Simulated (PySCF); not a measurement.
ReO3F, SMILES [O]=[Re](=[O])(=[O])[F], multiplicity 1. Atoms are numbered in the order given.

```xyz
5

Re     0.0000     0.0000     0.0214
O      1.3682     0.7900     0.6182
O      0.0000    -1.5799     0.6182
O     -1.3682     0.7900     0.6182
F      0.0000     0.0000    -1.8271
```
Charge 0, spin multiplicity 1.

Geometry optimised at PBE0-D3(BJ)/def2-SVP. The multiplicity is an assumed one; other spin states were not compared. The def2 effective core potentials stand for the cores of Re; spin–orbit coupling is left out.

The numbers are results of TDA-B3LYP/def2-SVPD run with PySCF 2.14.0, not measurements.

Vertical excitations; the highest root listed may be one member of a degenerate set. Gas-phase values at a fixed geometry. State labels are in the subgroup Cs.

| state | symmetry | energy (eV) | λ (nm) | f | main pairs |
|---|---|---|---|---|---|
| S1 | A" | 4.81 | 258 | 0.001 | HOMO→LUMO, HOMO−1→LUMO+1, HOMO−2→LUMO (degenerate set) |
| S2 | A' | 4.81 | 258 | 0.001 | HOMO→LUMO+1, HOMO−1→LUMO, HOMO−2→LUMO+1 (degenerate set) |
| S3 | A" | 5.15 | 241 | 0.000 | HOMO−2→LUMO 50 %, HOMO−1→LUMO+1 50 % |
| S4 | A' | 5.17 | 240 | 0.005 | HOMO−1→LUMO 50 %, HOMO−2→LUMO+1 50 % |
| S5 | A' | 5.46 | 227 | 0.007 | HOMO−3→LUMO, HOMO−2→LUMO+1, HOMO−1→LUMO, HOMO→LUMO+1 (degenerate set) |
| S6 | A" | 5.46 | 227 | 0.007 | HOMO−3→LUMO+1, HOMO−2→LUMO, HOMO−1→LUMO+1, HOMO→LUMO (degenerate set) |
| S7 | A" | 6.01 | 206 | 0.000 | HOMO→LUMO+2 98 % |
| S8 | A' | 6.09 | 204 | 0.004 | HOMO−3→LUMO, HOMO−1→LUMO+2 (degenerate set) |
| S9 | A" | 6.09 | 204 | 0.004 | HOMO−3→LUMO+1, HOMO−2→LUMO+2 (degenerate set) |
| S10 | A' | 6.74 | 184 | 0.022 | HOMO−1→LUMO+2 43 %, HOMO−3→LUMO 11 %, HOMO→LUMO+3 9 % |
| T1 | A' | 4.32 | 287 | 0 | HOMO→LUMO+1 (degenerate set) |
| T2 | A" | 4.32 | 287 | 0 | HOMO→LUMO (degenerate set) |
| T3 | A' | 4.54 | 273 | 0 | HOMO−1→LUMO 49 %, HOMO−2→LUMO+1 48 % |
| T4 | A" | 4.57 | 272 | 0 | HOMO−1→LUMO+1 38 %, HOMO−2→LUMO 38 %, HOMO→LUMO 13 %, HOMO−3→LUMO+1 8 % |
Triplets are in the Tamm–Dancoff approximation.
